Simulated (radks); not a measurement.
Results of a calculation; reference values are marked as such.
Problem. These are the eigenvalues of the occupied orbitals of an atom or ion with whole-number occupations (eV). Code: a radial shooting solver on a logarithmic mesh with Libxc functionals. Model: scalar-relativistic Kohn-Sham, exchange-only PBE, spin-unpolarised, spherical densities, finite nucleus; Fermi nuclear charge, rms radius of each element as measured or else 0.836 A^(1/3) + 0.57 fm.

orbital  eigenvalue
1s        -61234.44
2s        -10379.98
2p        -9150.526
3s        -2343.833
3p        -1973.107
3d        -1521.362
4s        -465.4453
4p        -343.7371
4d        -183.4688
5s         -60.5562
5p         -33.0945
6s          -8.7906
4f          -8.6033

Which element is it, and in what charge state? The configuration may be excited.

Solution. Z = 70, ytterbium, charge +1: Yb+ in [Xe] 4f14 6s1. The list shows which subshells hold electrons but not how many an open one holds; the 1s level, -2250.3 hartree, gives Z - s = 67.1 by -(Z - s)^2/2, which with screening and relativity narrows Z to a few neighbours, and the depths of the outer levels then fix element, charge and occupations together.
